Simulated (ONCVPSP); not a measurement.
**Reading a pseudo-wave (V (Z = 23))**

Columns: radius, all-electron u(r) and pseudo u(r) of the 3s shell (level -70.24 eV) of vanadium in the configuration [Ne] 3s2 3p6 3d3 4s2; PBE, scalar-relativistic, ONCV scheme, ONCVPSP 4.0.1.

| r (bohr) | all-electron | pseudo |
| --- | --- | --- |
| 0.082 | 0.0440 | 0.1325 |
| 0.165 | -0.5239 | 0.2687 |
| 0.248 | -0.5569 | 0.4073 |
| 0.330 | -0.2464 | 0.5450 |
| 0.413 | 0.1713 | 0.6807 |
| 0.495 | 0.5487 | 0.8045 |
| 0.578 | 0.8388 | 0.9119 |
| 0.660 | 1.0245 | 0.9933 |
| 0.742 | 1.1210 | 1.0450 |
| 0.825 | 1.1467 | 1.0647 |
| 0.908 | 1.1205 | 1.0525 |
| 0.990 | 1.0608 | 1.0129 |
| 1.072 | 0.9811 | 0.9518 |
| 1.155 | 0.8903 | 0.8748 |
| 1.238 | 0.7967 | 0.7898 |
| 1.320 | 0.7061 | 0.7036 |
| 1.402 | 0.6203 | 0.6197 |
| 1.485 | 0.5402 | 0.5401 |
| 1.568 | 0.4676 | 0.4676 |
| 1.650 | 0.4035 | 0.4035 |
| 1.733 | 0.3461 | 0.3461 |
| 1.815 | 0.2964 | 0.2964 |
| 1.898 | 0.2526 | 0.2526 |
| 1.980 | 0.2152 | 0.2152 |
| 2.062 | 0.1829 | 0.1829 |
| 2.145 | 0.1549 | 0.1548 |

Problem. How many radial nodes do the two functions have?

Solution. The all-electron 3s function has n − l − 1 = 2; the pseudo-wave has 0, since the states of the same l below it are removed with the core.

Problem. At about which radius was the pseudo-wave matched?

Solution. 1.65 bohr. The columns agree to 0.0005 from 1.49 bohr on; several derivatives are matched, so the curves merge somewhat inside the radius.

Problem. Is the pseudo-wave norm-conserving?

Solution. Yes: the ONCV scheme keeps the norm inside the radius equal to the all-electron one, which fixes the energy derivative of the logarithmic derivative at the level.
